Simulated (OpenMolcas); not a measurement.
**Predicting a hybrid from its neighbours: AlGeH4Cl**

AlGeH4Cl: 7 atoms, total charge 0, spin state singlet. SMILES: `[Cl][AlH][GeH3]`. The coordinates come from a PBE0-D4/def2-TZVP relaxation.

The HOMO–LUMO gap y, in eV, basis def2-SVP; a is the functional's share of exact exchange. Programs: OpenMolcas 26.06.

| functional | program | a | y (eV) |
| --- | --- | --- | --- |
| revPBE | OpenMolcas | 0 | 4.05 |
| PBE | OpenMolcas | 0 | 3.99 |
| B3LYP | OpenMolcas | 0.2 | ? |
| PBE0 | OpenMolcas | 0.25 | 5.84 |
| BHLYP | OpenMolcas | 0.5 | 7.63 |

Question: Fit y = c + s·a to the known rows and predict B3LYP.

Answer: 
1. Means of the 4 rows: a = 0.1875, y = 5.377.
2. Σ(Δa)² = 0.17188, Σ(Δa·Δy) = 1.2419, so the slope is 1.2419/0.17188 = 7.2254.
3. Intercept: 5.377 − (7.2254) × 0.1875 = 4.022. The largest residual of the fit is 0.032.
4. B3LYP: 4.022 + (7.2254) × 0.2 = 5.47 eV.

The run gave 5.46 eV, so the prediction is off by +0.01 eV, within the largest residual. Exact exchange lowers occupied levels and raises empty ones. The rows mix families of semi-local functionals, which the line can't see.
